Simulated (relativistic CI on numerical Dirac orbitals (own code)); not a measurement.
# Cr⁶⁺ in a cubic cluster: L2,3 absorption with charge transfer

Computed with a charge-transfer multiplet model of a cubic metal-ligand cluster with up to 2 ligand holes, Slater and spin-orbit integrals from Dirac-Coulomb-Breit ions, Slater integrals scaled by 0.9. The ground state mixes d0 with configurations of k ligand holes L, whose averages lie at kΔ + k(k − 1)U_dd/2; a core hole lowers each added d electron by U_cd. 300 K, Lorentzian 0.4 eV and Gaussian 0.3 eV FWHM.

Atomic integrals in eV (Slater integrals scaled, ζ unscaled), ground: F2dd 10.549, F4dd 6.644, zeta_d 0.039; with the core hole: F2dd 10.549, F4dd 6.644, zeta_d 0.067, zeta_core 5.615, F2cd 7.753, G1cd 6.119, G3cd 3.485. Where a configuration has fewer than two d electrons, the dd integrals are those of d2.

Cluster parameters (eV): Δ = -0.9, U_dd = 5.8, 10Dq = 0.45, 10Dq(ligand) = 0.4, V(eg) = 3.3, V(t2g) = -1.48, final-state hopping factor = 0.8.

Weights, n_d and S are thermal averages at 300 K. Photon energies count from the first peak over 30 % of the highest in each spectrum, which can be another peak from case to case. The parameters are a model scan and need not match a compound or its usual spin state. Peaks in eV (height, largest 100): -2.2 (6), 0.0 (48), 0.8 (24), 2.0 (11), 3.3 (15), 5.1 (5), 6.6 (15), 8.6 (100).

Task: Which parameters give this spectrum?
A. U_cd = 5.5 eV
B. U_cd = 7.3 eV
C. U_cd = 6.7 eV

Result: A. U_cd = 5.5 eV; the ground state then has 0.99 d electrons and S = 0.00. The choice follows from running the model for each set and comparing peak positions and heights. The space is cut while the next configuration still counts.
